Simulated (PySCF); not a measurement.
C4H16AlNOSi.
Bonds: C1–N2, N2–Si3, Si3–C4, C4–Al5, Al5–O6, O6–C7, O6–C8. Hydrogens: H9, H10, H11 on C1; H12 on N2; H13, H14 on Si3; H15, H16 on C4; H17, H18 on Al5; H19, H20, H21 on C7; H22, H23, H24 on C8.

Method: PySCF 2.14.0, PBE0-D3(BJ)/def2-SVP geometry optimisation, gas phase.

Task: Give the optimised bond lengths and angles.

Result: 
| bond | length (pm) |
| --- | --- |
| C1–N2 | 144.1 |
| N2–Si3 | 174.6 |
| Si3–C4 | 185.4 |
| C4–Al5 | 198.7 |
| Al5–O6 | 199.4 |
| O6–C7, O6–C8 | 141.9 |
| C1–H9, C1–H10, C1–H11 | 110.5 |
| N2–H12 | 101.6 |
| Si3–H13, Si3–H14 | 150.8 |
| C4–H15, C4–H16 | 110.5 |
| Al5–H17, Al5–H18 | 160.6 |
| C7–H19 and 5 like bonds | 110.0 |

Bonds in one row agree within 1 pm and their mean is given. A selection of angles:
| angle | degrees |
| --- | --- |
| N2–C1–H9 | 114.6 |
| N2–C1–H10 | 111.4 |
| N2–C1–H11 | 109.9 |
| H9–C1–H10 | 107.3 |
| C1–N2–Si3 | 123.6 |
| C1–N2–H12 | 113.7 |
| Si3–N2–H12 | 115.5 |
| N2–Si3–C4 | 108.1 |
| N2–Si3–H13 | 112.3 |
| N2–Si3–H14 | 106.1 |
| C4–Si3–H13 | 113.9 |
| C4–Si3–H14 | 111.5 |
| H13–Si3–H14 | 104.7 |
| Si3–C4–Al5 | 113.5 |
| Si3–C4–H15 | 109.0 |
| Al5–C4–H15 | 110.9 |
| Al5–C4–H16 | 108.1 |
| H15–C4–H16 | 106.2 |
| C4–Al5–O6 | 103.4 |
| C4–Al5–H17 | 115.9 |
| O6–Al5–H17 | 97.8 |
| O6–Al5–H18 | 99.7 |
| H17–Al5–H18 | 118.4 |
| Al5–O6–C7 | 119.3 |
| Al5–O6–C8 | 124.9 |
| C7–O6–C8 | 114.5 |
| O6–C7–H19 | 107.3 |
| O6–C7–H20 | 110.2 |
| H19–C7–H20 | 110.0 |
| H22–C8–H23 | 110.6 |

Dihedral angles: C1–N2–Si3–C4 179° (antiperiplanar); N2–Si3–C4–Al5 -41° (synclinal); Si3–C4–Al5–O6 -41° (synclinal); C4–Al5–O6–C7 -69° (synclinal). The mirror-image conformer, all signs reversed, is as good.

N2 (silicon-bound nitrogen) has angles 123.6°, 115.5° and 113.7°, sum 352.8°, 0.21 Å off the plane of its three neighbours. O6 (oxygen bonded to Al and 2 C) is almost planar (angles 124.9°, 119.3° and 114.5°, sum 358.8°, 0.10 Å off the plane of its three neighbours). Al5 (aluminium bonded to C, O and 2 H) is distorted tetrahedral (angles from 97.8° to 118.4°). Si3 (SiH2 silicon) is distorted tetrahedral (angles from 104.7° to 113.9°). Of the pairs four or more bonds apart, Si3···C8 is among the closest relative to their van der Waals radii: 3.80 Å, 100 % of the sum of Bondi's values.

Point group: C1 (no symmetry element, even within 0.4 Å). Stationary, but not proved a minimum. One conformer, not necessarily the lowest.

Cost: about 6 min of CPU time on one thread; the machine was shared, so the figure is rough. This is the geometry optimisation.
